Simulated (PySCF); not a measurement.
Al(H)2(Et) (C₂H₇Al), SMILES C[CH2][AlH2].

Geometry optimised at B3LYP-D3(BJ)/def2-SVP.

Calculation: IEF-PCM-M06-2X/def2-SVP (PySCF).

The values are the electrostatic part of the solvation free energy, E(continuum) − E(gas) at the gas-phase geometry, in a cavity of scaled van der Waals radii (PySCF's table); cavitation and dispersion terms are not included. A continuum can't describe solvent molecules that bind to the metal. In vacuum the orbital gap is 7.94 eV. The dipole moment in vacuum is 0.68 D.

Computed values in water (ε = 78.36), benzene (ε = 2.27), 2-propanol (ε = 19.26):
```csv
solvent,ε,ΔG(elec) (kcal/mol),dipole (D),gap (eV)
water,78.36,-3.9,0.85,8.23
benzene,2.27,-1.7,0.76,8.06
2-propanol,19.26,-3.7,0.84,8.21
```
